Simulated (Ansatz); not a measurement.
Mulliken charges of `[SiH3][TeH]` from PBE/def2-TZVPP in Ansatz (PBE0-D4/def2-TZVP geometry).

| atom | x (Å) | y (Å) | z (Å) | charge (e) |
| --- | --- | --- | --- | --- |
| Si1 | -0.297 | -0.270 | -0.520 | 0.135 |
| Te2 | -0.106 | 0.800 | 1.725 | -0.028 |
| H3 | 0.381 | -1.590 | -0.551 | -0.032 |
| H4 | -1.754 | -0.446 | -0.736 | -0.035 |
| H5 | 0.269 | 0.598 | -1.582 | -0.032 |
| H6 | 1.548 | 0.844 | 1.618 | -0.009 |

Question: By hand: the dipole of these point charges (1 e Å = 4.8032 D).

Answer: Σ q r = (-0.010, -0.019, -0.039) e Å, of length 0.045 e Å = 0.22 D.

Question: How does the dipole of the full density compare? (Best estimate.)

Answer: Computed: (0.029, -0.036, -0.080) e Å, 0.44 D; the point charges give 0.50 times that, at 31° from its direction.

Point charges leave out the atoms' own dipoles, such as those of lone pairs, and Mulliken's split depends on the basis, so the two needn't agree.
